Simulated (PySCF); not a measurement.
**CsS and its ions**

UHF; Cs def2-SVPD with ECP46, S def2-SVPD; scalar-relativistic core potentials (PySCF 2.14). Neutral (UHF): doublet (π ↑), Re = 3.238 Å, ωe = 181 cm⁻¹, De = 1.73 eV, HOMO -6.64 eV, LUMO -0.31 eV.

CsS⁺ (UHF): triplet (π ↑↑), Re = 3.942 Å, ωe = 65.9 cm⁻¹, De = 0.20 eV to Cs⁺ + S. The energies at the minima are -417.29035 hartree for CsS and -417.10554 for CsS⁺.

Task: Work out the adiabatic ionisation energy, without and with harmonic zero-point energies (1 hartree = 27.2114 eV, 1 eV = 8065.5 cm⁻¹), and the change of the bond length.

Result: At UHF: 0.18481 hartree = 5.029 eV between the minima; the zero-point term (65.9 − 181.0)/2 cm⁻¹ = -0.007 eV makes it 5.022 eV. Re changes by +70.4 pm against the neutral. The electron leaves a π orbital, and the ion is left as a loose complex of an ion and an atom.

Spin–orbit coupling is left out, which matters for elements this heavy, above all for dissociation energies. For an ion De counts to the pair picked by the measured ionisation energies or electron affinities, which need not be the lowest pair at this level. Hartree–Fock leaves out correlation, which carries a large part of most bond energies and some tenths to 1 eV of ionisation energies. States were picked by a PBE0 search and need not be the measured ground states.
